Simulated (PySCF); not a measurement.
How methods differ on the excitation energy of I

I [Kr] 4d10 5s2 5p5 (2P) → I [Kr] 4d10 5s1 5p6 (2S), as a difference of total energies. All numbers are calculated (PySCF 2.14, the spin-free X2C one-electron Hamiltonian (Gaussian nucleus), in x2c-TZVPPall). Correlated levels: valence: [Kr] 4d10 frozen; valence and next inner shell: [Ar] 3d10 frozen. The calculations carry no spin-orbit coupling.

| method | excitation energy (cm⁻¹) |
| --- | --- |
| UHF | 102740 |
| LDA | 83571 |
| PBE | 83511 |
| PBE0 | 88451 |
| r2SCAN | 86669 |
| LC-wPBE | 93394 |
| M06 | 86580 |
| M06-L | 84881 |
| r2SCAN0 | 90606 |
| ROHF | 102950 |
| MP2 (valence) | 88961 |
| SCS-MP2 (valence) | 87390 |
| MP2 (valence and next inner shell) | 85575 |
| SCS-MP2 (valence and next inner shell) | 84518 |

A first-order spin-orbit estimate (lowest level to lowest level, LS coupling) adds 0.289 eV.

The upper state lies above the first ionisation limit, where it may autoionise and the basis confines it.
